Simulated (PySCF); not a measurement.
## How methods differ on the excitation energy of Br⁺

Br⁺ [Ar] 3d10 4s2 4p4 (3P) → Br⁺ [Ar] 3d10 4s1 4p4 4d1 (high-spin determinant), as a difference of total energies. Calculation: PySCF 2.14, in aug-cc-pVQZ-DK; scalar relativity by spin-free X2C-1e. Correlated levels: valence: [Ar] 3d10 frozen. The calculations carry no spin-orbit coupling.

```json
{"method": "UHF", "excitation energy (cm⁻¹)": "197110"}
{"method": "LDA", "excitation energy (cm⁻¹)": "206470"}
{"method": "PBE", "excitation energy (cm⁻¹)": "202780"}
{"method": "PBE0", "excitation energy (cm⁻¹)": "203420"}
{"method": "r2SCAN", "excitation energy (cm⁻¹)": "202410"}
{"method": "LC-wPBE", "excitation energy (cm⁻¹)": "206600"}
{"method": "wB97X-V", "excitation energy (cm⁻¹)": "207850"}
{"method": "wB97X", "excitation energy (cm⁻¹)": "210680"}
{"method": "revPBE", "excitation energy (cm⁻¹)": "201210"}
{"method": "MP2 (valence)", "excitation energy (cm⁻¹)": "200450"}
{"method": "SCS-MP2 (valence)", "excitation energy (cm⁻¹)": "201980"}
```

The upper state lies above the first ionisation limit, where it may autoionise and the basis confines it.

The promoted electron is Rydberg-like, and one or two diffuse shells describe it only roughly, which tends to raise the upper state.

The determinant of the upper state mixes LS terms, which raises its energy above the lowest term, most at the Hartree-Fock and MP2 levels.
